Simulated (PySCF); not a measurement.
# Oscillator strengths, rates and cross-sections

Ge2H8SSi.
Bonds: Si1–Ge2, Ge2–Ge3, Ge3–S4. Hydrogens: H5, H6, H7 on Si1; H8, H9 on Ge2; H10, H11 on Ge3; H12 on S4.

Theory: TDDFT wB97X-D/def2-SVPD, vertical, gas phase, core orbitals frozen in the response (PySCF). The structure is a single PBE0-D3(BJ)/def2-SVP conformer in the gas phase; no vibrational or solvent corrections. The wB97X-D/def2-SVPD calculation is non-relativistic and has no spin–orbit coupling, an omission that weighs most on germanium. Torsions of this conformer, `[SiH3:1][GeH2:2][GeH2:3][SH:4]`: Si1–Ge2–Ge3–S4 -175°, H–S4–Ge3–Ge2 -57°.

Computed singlets with f of 0.002 or more:

```json
{"state": "S1", "E (eV)": "5.40", "f": "0.090"}
{"state": "S2", "E (eV)": "5.87", "f": "0.0047"}
{"state": "S4", "E (eV)": "6.62", "f": "0.013"}
{"state": "S5", "E (eV)": "6.73", "f": "0.401"}
{"state": "S6", "E (eV)": "6.97", "f": "0.080"}
{"state": "S7", "E (eV)": "7.19", "f": "0.038"}
{"state": "S8", "E (eV)": "7.21", "f": "0.115"}
{"state": "S9", "E (eV)": "7.29", "f": "0.013"}
{"state": "S10", "E (eV)": "7.45", "f": "0.014"}
```

**Question.** Give A, τ, |μ| and ∫σ dE for each state.

**Answer.** A / s⁻¹ = 0.6670 f (ν̃ / cm⁻¹)² and τ = 1/A in vacuum; |μ| follows from f = (2/3) ΔE |μ|² (atomic units, 1 au = 2.5417 D); ∫σ dE = 109.76 f Mb·eV.

```tsv
state	A (s⁻¹)	τ	|μ| (D)	∫σ dE (Mb·eV)
S1	1.1×10⁸	8.8 ns	2.10	9.9
S2	7.0×10⁶	140 ns	0.46	0.51
S4	2.4×10⁷	41 ns	0.71	1.4
S5	7.9×10⁸	1.3 ns	3.96	44
S6	1.7×10⁸	5.9 ns	1.74	8.8
S7	8.5×10⁷	12 ns	1.18	4.2
S8	2.6×10⁸	3.8 ns	2.05	13
S9	3.1×10⁷	32 ns	0.70	1.5
S10	3.3×10⁷	30 ns	0.70	1.5
```

Leading configurations: S1 H→L (82%); S2 H→L+1 (72%); S4 H→L+2 (48%); S5 H→L+2 (31%); S6 H→L+6 (35%); S7 H-2→L (52%); S8 H→L+7 (35%); S9 H→L+4 (21%); S10 H-1→L+1 (30%) (H = HOMO, L = LUMO).

The rates are for emission to S0 at the absorption energy, with no other channel.

**Question.** Which computed singlets stay under f = 0.002?

**Answer.** S3 (6.41 eV, f 0.0015).

**Question.** By what factor does the largest A in the list exceed the smallest?

**Answer.** S5 has 110 times the rate of S2.

**Question.** Suppose S1 emitted 0.3 eV lower with the same transition dipole. How would A change?

**Answer.** At fixed |μ|, A goes as the cube of the energy: (5.10/5.40)³ = 0.84, which makes τ about 10 ns.

All these states lie below the vertical ionisation energy of 9.05 eV (ΔSCF).
